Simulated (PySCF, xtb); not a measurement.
W(O)(F)3(OMe) (CH₃F₃O₂W), SMILES C[O][W](=[O])([F])([F])[F], multiplicity 1. Other conformers were not sampled.

Harmonic wavenumbers (cm⁻¹) from xtb with GFN2-xTB at its own minimum, in rising order: 25, 68, 109, 149, 199, 234, 240, 245, 262, 309, 363, 397, 428, 472, 867, 1054, 1108, 1116, 1377, 1415, 1440, 2794, 2837, 2905.

Task: What does PySCF with PBE-D3(BJ)/def2-SVP give at its own minimum? (An estimate is asked for; the answer gives what the named calculation found.)

Result: 36, 73, 108, 113, 245, 257, 270, 287, 291, 365, 557, 640, 671, 687, 1017, 1111, 1123, 1161, 1393, 1407, 1417, 2942, 3034, 3061. Paired by order, the mean absolute difference is 83 cm⁻¹ and the zero-point energies are 29.2 and 31.8 kcal/mol.
